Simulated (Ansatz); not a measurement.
Ansatz (a first-principles code) input (CCSD(T)/def2-TZVPPD):
A basis named .json is the Basis Set Exchange file of that set.

Ansatz 0.2 input:
```yaml
crystal:
  periodic: [false, false, false]
  atoms:
    - {symbol: Cs, position_ang: [-0.00000000, -0.00000000, -2.98396199]}
    - {symbol: Cs, position_ang: [0.00000000, 0.00000000, 2.98396199]}
basis:
  gaussian:
    orbitals: def2-TZVPPD.json
magnetization: {spin_polarized: false}
correlation: {method: ccsd_t, electrons: outside_noble_gas}
```

Output:

```
Functional definition: HF
integrals: 0.05 GiB planned
470 factors; integrals over basis functions are off by at most 1.1e-3 eV
mean field: 0.11 GiB planned
mean field evaluation 1: about -1080.2581 eV, gradient 2.2e0 eV
mean field evaluation 2: about -1080.2584 eV, gradient 2.3e0 eV
mean field evaluation 4: about -1080.3026 eV, gradient 4.3e-1 eV
mean field evaluation 8: about -1080.3054 eV, gradient 2.9e-4 eV
mean field evaluation 16: about -1080.3054 eV, gradient 7.5e-6 eV
mean field evaluation 32: about -1077.8499 eV, gradient 5.2e-2 eV
mean field -1080.30540647 eV, -39.7004914306 hartree, gradient 7.5e-6 eV, S^2 0.000000; 2 other end points of the search recorded, 0 dependent functions left out; unrestricted orbitals would lower it
determinant -1080.30540647 eV, -39.7004914306 hartree, with singles and doubles -1080.88168523 eV, -39.7216692843 hartree
determinant -1078.80871796 eV, -39.6454891422 hartree, with singles and doubles -1079.42134673 eV, -39.6680028343 hartree
determinant -1077.84981729 eV, -39.6102501926 hartree, with singles and doubles -1078.17508638 eV, -39.6222036112 hartree
8 core orbitals not correlated
reference -1080.30540647 eV, -39.7004914306 hartree; 1, 1 occupied and 69, 69 virtual orbitals, 470 factors
second order -0.35833339 eV of doubles, -0.00000000 eV of singles
coupled cluster: 0.12 GiB planned
cycle   1  -0.55763593 eV  change    5.0e-3 eV  update   2.7e-2
cycle   2  -0.56534255 eV  change   -7.7e-3 eV  update   9.8e-3
cycle   3  -0.56809116 eV  change   -2.7e-3 eV  update   4.6e-3
cycle   4  -0.56941752 eV  change   -1.3e-3 eV  update   1.5e-3
cycle   5  -0.56974333 eV  change   -3.3e-4 eV  update   5.4e-4
cycle   6  -0.56983018 eV  change   -8.7e-5 eV  update   2.1e-4
cycle   7  -0.56986403 eV  change   -3.4e-5 eV  update   7.9e-5
cycle   8  -0.56986633 eV  change   -2.3e-6 eV  update   2.7e-5
cycle   9  -0.56986643 eV  change   -1.0e-7 eV  update   8.7e-6
cycle  10  -0.56986541 eV  change    1.0e-6 eV  update   3.2e-6
cycle  11  -0.56986522 eV  change    2.0e-7 eV  update   1.2e-6
coupled cluster: 0.12 GiB planned
perturbative correction 0.00000001 eV, 0.0000000002 hartree
Total energy: -1080.87527168 eV, -39.7214335908 hartree
```

This state (charge 0, singlet) is run at the relaxed geometry of the species with charge 1 and multiplicity 2.
